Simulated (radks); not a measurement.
Values are calculated unless marked as measured or tabulated.
Effect of the nuclear size on the erbium ion Er3+, [Xe] 4f11. Level of theory: Dirac Kohn-Sham, LDA (Slater exchange, Perdew-Wang correlation), spin-unpolarised, spherical densities, finite nucleus; open shells fill j = l - 1/2 first; Fermi nuclear charge, rms radius 5.2516 fm (a radial shooting solver on a logarithmic mesh with Libxc functionals). The rms radius is varied about that value; shifts are against it.

rms radius (fm)  total energy shift (eV)  density at nucleus (e/bohr^3)  1s1/2 shift (meV)  2s1/2 shift (meV)  4p1/2 shift (meV)  5s1/2 shift (meV)  5p1/2 shift (meV)  4f7/2 shift (meV)  6s1/2 (empty) shift (meV)
4.3798                             -9.81                      9.161e+05              -4020               -536              0.215              -4.58              0.140              0.570                     -0.823
4.7474                             -5.83                       8.95e+05              -2390               -319              0.127              -2.72              0.083              0.339                     -0.489
5.2516                                 0                      8.692e+05              0.000              0.000              0.000              0.000              0.000              0.000                      0.000
5.6665                              5.11                      8.503e+05               2090                279             -0.110               2.39             -0.073             -0.297                      0.428
6.0919                              10.6                      8.327e+05               4360                581             -0.229               4.97             -0.152             -0.618                      0.891

Slopes of the eigenvalues against <r^2> in GHz/fm^2, as finite differences over the two radii next to the reference (eigenvalue slopes, not the field-shift constants of lines): 1s1/2 113000, 2s1/2 15100, 4p1/2 -6.00, 5s1/2 129, 5p1/2 -3.95, 4f7/2 -16.1, 6s1/2 (empty) 23.2.
